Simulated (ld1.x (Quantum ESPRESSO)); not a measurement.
# zinc: TM pseudisation with PBE, fully relativistic reference atom.

zinc, norm-conserving Troullier–Martins (Kleinman–Bylander form), made with ld1.x (Quantum ESPRESSO) 7.5 (PBE, fully relativistic). Core [Ar], reference 3d10 4s2 4p0. Waves: 4s (bound): rc 2.20 bohr; 3d (bound): rc 1.30 bohr; 4p (bound, empty): rc 2.60 bohr. Local part: the p channel. Core correction: none.

Open shells are filled in proportion to 2j + 1 (rel_dist='average').

All-electron outer shells of the reference configuration (PBE, scalar-relativistic, ld1.x):

```
shell  level (eV)  outermost node (bohr)  outermost maximum (bohr)
   3s     -129.23                   0.28                      0.59
   3p      -83.40                   0.25                      0.59
   3d      -10.14                      –                      0.57
   4s       -5.98                   0.85                      2.09
   4p       -1.12                   0.92                      3.08
```

Calculated quality:

```
Cutoffs needed           : 160 Ry and 300 Ry (the cutoffs (Ry, on a coarse ladder) from which the occupation-weighted sum of valence levels, in a spherical-Bessel basis at the reference potential, stays within 10 and 1 mRy of its value at 400 Ry)
Ghost test               : no extra level below or beside the all-electron valence levels (s, d3/2, d5/2, p1/2, p3/2, f tested) (spherical-Bessel basis up to 400 Ry, 20 bohr box)
Largest excitation error : -1885 meV (all-electron minus pseudo) for 3d8 4s0 4p0, out of 7 test configurations
```

Generation and tests took about 3 s on one core of a shared server CPU.
